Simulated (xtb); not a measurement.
Cl$_{3}$Nd (SMILES [Cl][Nd]([Cl])[Cl]), quartet, at a GFN2-xTB geometry (such geometries of metal compounds can be far from the true shape) (GFN-xTB holds the 4f electrons in the core, so unpaired electrons go into valence orbitals and the state isn't the physical one); xtb 6.7.1 with GFN2-xTB.

The xtb input:
```
$ xtb mol.xyz --gfn 2 --uhf 3 --acc 0.0001 --json

# file mol.xyz
4

Nd    -0.35618013     0.23437750    -0.20731271
Cl    -1.30404649    -2.04254620     0.29163682
Cl     1.11828840     2.20764700    -0.41528298
Cl     1.44286442    -0.99231549     0.85533809
```

### Question
Predict the main parts of the log of this xtb run.

### Answer

```
   ID    Z sym.   atoms
    1   60 Nd     1
    2   17 Cl     2-4

           -------------------------------------------------
          |                Calculation Setup                |
           -------------------------------------------------

           -------------------------------------------------
          |                 G F N 2 - x T B                 |
           -------------------------------------------------

          ...................................................
          :                      SETUP                      :
          :.................................................:
          :  # basis functions                  40          :
          :  # atomic orbitals                  36          :
          :  # shells                           12          :
          :  # electrons                        24          :
          :  max. iterations                   250          :
          :  Hamiltonian                  GFN2-xTB          :
          :  restarted?                      false          :
          :  GBSA solvation                  false          :
          :  PC potential                    false          :
          :  electronic temp.          300.0000000     K    :
          :  accuracy                    0.0001000          :
          :  -> integral cutoff          0.6500000E+02      :
          :  -> integral neglect         0.1000000E-11      :
          :  -> SCF convergence          0.1000000E-09 Eh   :
          :  -> wf. convergence          0.1000000E-07 e    :
          :  Broyden damping             0.4000000          :
          :  net charge                          0          :
          :  unpaired electrons                  3          :
          ...................................................

 iter      E             dE          RMSdq      gap      omega  full diag
   1      0.6536042  0.653604E+00  0.559E+01    0.08       0.0  T
   2    -12.5130468 -0.131667E+02  0.299E+01    0.01       1.0  T
   3    -13.6543943 -0.114135E+01  0.236E+01    0.05       1.0  T
   4    -14.1962132 -0.541819E+00  0.214E+01    0.02       1.0  T
   5    -14.1910210  0.519220E-02  0.214E+01    0.02       1.0  T
   6    -14.1259172  0.651038E-01  0.219E+01    0.02       1.0  T
   7    -14.0852503  0.406668E-01  0.224E+01    0.03       1.0  T
   8    -14.1331303 -0.478800E-01  0.211E+01    0.02       1.0  T
   9    -14.5473952 -0.414265E+00  0.145E+01    0.05       1.0  T
[...]
         :: total energy             -14.787914358743 Eh    ::
[...]
        24                          0.0024681               0.0672
       ...                                ...                  ...
        36                          0.7714773              20.9930
      -------------------------------------------------------------
                  HL-Gap            0.0030615 Eh            0.0833 eV
             Fermi-level           -0.3973756 Eh          -10.8131 eV

     #   Z          covCN         q      C6AA      α(0)
     1  60 Nd       2.135     0.284   442.332    45.371
     2  17 Cl       0.787    -0.054   100.714    15.352
     3  17 Cl       0.712    -0.133   102.975    15.521
     4  17 Cl       0.789    -0.096   102.011    15.450

 Mol. C6AA /au·bohr⁶  :       2582.665855
 Mol. C8AA /au·bohr⁸  :     265212.694164
 Mol. α(0) /au        :         91.694452

Wiberg/Mayer (AO) data.
largest (>0.10) Wiberg bond orders for each atom

 ---------------------------------------------------------------------------
     #   Z sym  total        # sym  WBO       # sym  WBO       # sym  WBO
 ---------------------------------------------------------------------------
     1  60 Nd   2.673 --     3 Cl   0.969     2 Cl   0.859     4 Cl   0.845
     2  17 Cl   1.344 --     1 Nd   0.859     4 Cl   0.298     3 Cl   0.187
     3  17 Cl   1.329 --     1 Nd   0.969     2 Cl   0.187     4 Cl   0.173
     4  17 Cl   1.317 --     1 Nd   0.845     2 Cl   0.298     3 Cl   0.173
 ---------------------------------------------------------------------------

Topologies differ in total number of bonds
Writing topology from bond orders to xtbtopo.mol

molecular dipole:
                 x           y           z       tot (Debye)
 q only:       -0.601      -0.040      -0.192
   full:       -1.063       0.417      -0.516       3.184
molecular quadrupole (traceless):
                xx          xy          yy          xz          yz          zz
 q only:        0.346      -1.924      -2.499      -0.082       1.190       2.153
  q+dip:        1.393      -4.410      -5.013       0.696       1.755       3.620
   full:        1.694      -6.028      -8.319       0.011       3.844       6.625

           -------------------------------------------------
          | TOTAL ENERGY              -14.787914358743 Eh   |
          | GRADIENT NORM               0.000059567864 Eh/α |
          | HOMO-LUMO GAP               0.083306588896 eV   |
           -------------------------------------------------

normal termination of xtb
```
